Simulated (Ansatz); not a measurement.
# Ligand exchange: BH2I + H2O2 → BH2(OH) + HOI

Species: BH2I `BI`, singlet; H2O2 (hydrogen peroxide) `OO`, singlet; BH2(OH), singlet; HOI (hypoiodous acid) `OI`, singlet. The partners trade I for OH: B–I and O–OH bonds give way to B–OH and O–I.

Shapes, held fixed at every level: PBE0-D4/def2-TZVP. Flexible molecules stand in one conformer, not always the lowest. Programs: Ansatz 0.2.0. The zero-point and thermal change to 298 K, harmonic and unscaled (PBE0-D4/def2-TZVP), is +2.0 kJ/mol.

```json
{"level": "HF/def2-TZVPP", "kind": "Hartree–Fock", "ΔH(298 K) (kJ/mol)": "-265.6", "less CCSD(T)/def2-TZVPP": "-12.5", "CPU time (sum over the molecules)": "–"}
{"level": "PBE-D4/def2-TZVPP", "kind": "GGA", "ΔH(298 K) (kJ/mol)": "-247.2", "less CCSD(T)/def2-TZVPP": "+5.9", "CPU time (sum over the molecules)": "7 s"}
{"level": "B3LYP-D4/def2-TZVPP", "kind": "global hybrid", "ΔH(298 K) (kJ/mol)": "-262.5", "less CCSD(T)/def2-TZVPP": "-9.4", "CPU time (sum over the molecules)": "8.4 s"}
{"level": "BHLYP-D4/def2-TZVPP", "kind": "global hybrid", "ΔH(298 K) (kJ/mol)": "-266.4", "less CCSD(T)/def2-TZVPP": "-13.3", "CPU time (sum over the molecules)": "7.1 s"}
{"level": "r2SCAN0-D4/def2-TZVPP", "kind": "global hybrid", "ΔH(298 K) (kJ/mol)": "-254.5", "less CCSD(T)/def2-TZVPP": "-1.4", "CPU time (sum over the molecules)": "14 s"}
{"level": "wB97M-V/def2-TZVPP", "kind": "range-separated hybrid", "ΔH(298 K) (kJ/mol)": "-260.7", "less CCSD(T)/def2-TZVPP": "-7.6", "CPU time (sum over the molecules)": "24 s"}
{"level": "B2PLYP/def2-TZVPP", "kind": "double hybrid", "ΔH(298 K) (kJ/mol)": "-264.4", "less CCSD(T)/def2-TZVPP": "-11.3", "CPU time (sum over the molecules)": "11 s"}
{"level": "CCSD(T)/def2-TZVPP", "kind": "coupled cluster or CI", "ΔH(298 K) (kJ/mol)": "-253.1", "less CCSD(T)/def2-TZVPP": "0.0", "CPU time (sum over the molecules)": "24 s"}
```

The highest level, CCSD(T)/def2-TZVPP, gives ΔH(298 K) = -253.1 kJ/mol; the levels span -266.4 to -247.2. The column of differences is taken from that level and isn't an error. No measured value is set beside it here. For atoms past krypton def2 sets carry core potentials with scalar relativity. Correlated rows may include outer-core shells of I, which these sets cover unevenly. Times are processor times on shared x86 and Arm servers, and rough.
